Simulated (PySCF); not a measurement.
Xe(2+) (xenon, charge +2) across methods

[Kr] 4d10 5s2 5p4, high-spin 3P determinant. All numbers are calculated (PySCF 2.14, a scalar-relativistic core potential, in aug-cc-pVTZ-PP with ECP28MDF (6s5p4d2f, 55 functions)). The B2PLYP total includes its PT2 part (frozen core); its orbital energies are those of the SCF part.

```json
{"method": "PBE", "E (hartree)": "-328.1157", "mean ε 5s β (eV)": "-38.366", "mean ε 5p α (eV)": "-27.351", "mean ε 5p β (eV)": "-25.707", "Σ⟨r²⟩ (bohr²)": "40.85", "⟨S²⟩": "2.002"}
{"method": "LDA", "E (hartree)": "-327.6692", "mean ε 5s β (eV)": "-38.843", "mean ε 5p α (eV)": "-27.435", "mean ε 5p β (eV)": "-25.876", "Σ⟨r²⟩ (bohr²)": "40.84", "⟨S²⟩": "2.001"}
{"method": "wB97M-V", "E (hartree)": "-328.1279", "mean ε 5s β (eV)": "-42.377", "mean ε 5p α (eV)": "-31.067", "mean ε 5p β (eV)": "-29.386", "Σ⟨r²⟩ (bohr²)": "40.94", "⟨S²⟩": "2.003"}
{"method": "B2PLYP", "E (hartree)": "-327.8659", "mean ε 5s β (eV)": "-41.199", "mean ε 5p α (eV)": "-30.044", "mean ε 5p β (eV)": "-28.165", "Σ⟨r²⟩ (bohr²)": "41.03", "⟨S²⟩": "2.004"}
{"method": "r2SCAN0", "E (hartree)": "-328.2312", "mean ε 5s β (eV)": "-39.976", "mean ε 5p α (eV)": "-29.196", "mean ε 5p β (eV)": "-27.292", "Σ⟨r²⟩ (bohr²)": "40.80", "⟨S²⟩": "2.005"}
{"method": "PBE0", "E (hartree)": "-328.1466", "mean ε 5s β (eV)": "-39.877", "mean ε 5p α (eV)": "-28.846", "mean ε 5p β (eV)": "-27.062", "Σ⟨r²⟩ (bohr²)": "40.84", "⟨S²⟩": "2.003"}
{"method": "r2SCAN", "E (hartree)": "-328.2537", "mean ε 5s β (eV)": "-38.513", "mean ε 5p α (eV)": "-27.874", "mean ε 5p β (eV)": "-26.049", "Σ⟨r²⟩ (bohr²)": "40.77", "⟨S²⟩": "2.005"}
{"method": "UHF", "E (hartree)": "-327.13954", "mean ε 5s β (eV)": "-43.059", "mean ε 5p α (eV)": "-32.357", "mean ε 5p β (eV)": "-30.037", "Σ⟨r²⟩ (bohr²)": "41.22", "⟨S²⟩": "2.009"}
{"method": "CAM-B3LYP", "E (hartree)": "-328.1381", "mean ε 5s β (eV)": "-41.631", "mean ε 5p α (eV)": "-30.139", "mean ε 5p β (eV)": "-28.517", "Σ⟨r²⟩ (bohr²)": "40.94", "⟨S²⟩": "2.002"}
```

Energies and moments cover only the electrons outside the core potential.
